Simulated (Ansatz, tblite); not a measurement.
Adding an electron: the cluster MoO₃⁺ (the lowest doublet isomer of a short search). The state is a doublet with charge 1. Geometry: B3LYP-D4/def2-TZVP. Ansatz, gas phase; energy differences of separate SCF runs; the reduced species is a singlet (the triplet lies 1.37 eV higher at PBE0-D4/def2-TZVP).

```xyz
4

Mo   -0.401   -0.275    0.164
O     1.025   -1.074    0.490
O    -0.292    0.162   -1.616
O    -0.331    1.187    0.962
```

In the def2 sets Mo takes a core potential; there is no spin–orbit coupling. The xTB rows come from tblite. The structure comes from a short search, and lower isomers may exist.

| level | −HOMO (eV) | −LUMO (eV) | vertical EA (eV) | HOMO–LUMO gap (eV) |
| --- | --- | --- | --- | --- |
| PBE-D4/def2-TZVP | 14.82 | 14.09 | 10.53 | 0.73 |
| r2SCAN-D4/def2-TZVP | 15.07 | 13.47 | 10.43 | 1.60 |
| PBE0-D4/def2-TZVP | 16.25 | 12.44 | 10.43 | 3.81 |

(1) Estimate the rows for GFN1-xTB, GFN2-xTB.

Answers

(1) 
```csv
level,−HOMO (eV),−LUMO (eV),vertical EA (eV),HOMO–LUMO gap (eV)
GFN1-xTB,–,–,17.12,–
GFN2-xTB,–,–,17.02,–
```

  HOMO and LUMO are the levels of the spin that leaves or enters (xTB has no such levels and no spin-polarisation term). Other spin states of the ions may lie lower, which would lower the ionisation energy or raise the affinity. Raw xTB energy differences between charge states are shifted by several eV; the methods need an empirical correction for them.
